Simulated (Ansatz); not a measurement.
The cluster GaCl₃. Total charge 0; quintet. Geometry PBE0-D4/def2-SVP; atoms count from 1.

```xyz
4

Ga    0.653   -0.280    0.235
Cl   -1.212    1.053   -0.279
Cl    0.951    1.935    1.043
Cl   -0.391   -2.708   -0.999
```

In the quintet, Cl2 and Cl3 lie 2.68 Å apart (atoms count from 1), so these atoms are partly bonded to each other. At PBE0-D4/def2-TZVP a singlet of charge 0 lies 8.90 eV below the quintet, each at its own geometry. The structure comes from a short search, and lower isomers may exist.

**Question.** Estimate the Mulliken populations from the PBE0/def2-TZVP orbitals of Ansatz.

**Answer.** 
| atom | charge (e) | spin (α − β) |
| --- | --- | --- |
| Ga1 | 0.15 | 1.73 |
| Cl2 | -0.13 | 0.58 |
| Cl3 | -0.12 | 0.63 |
| Cl4 | 0.10 | 1.05 |
Mulliken values and Mayer orders depend strongly on the basis.

**Question.** Where does the spin sit?

**Answer.** Summed by element: Ga 1.73, Cl 2.27, of 4 unpaired in all. Largest on single atoms: Ga1 1.73, Cl4 1.05, Cl3 0.63.

**Question.** And the Mayer bond orders between bonded heavy atoms (over 0.3)?

**Answer.** Ga1–Cl2 0.61 (2.35 Å); Ga1–Cl3 0.58 (2.38 Å). Values over 0.3 also appear between atoms too far apart for a bond (Cl2–Cl3 0.49 at 2.68 Å); they arise where an orbital or an unpaired electron spreads over both atoms.
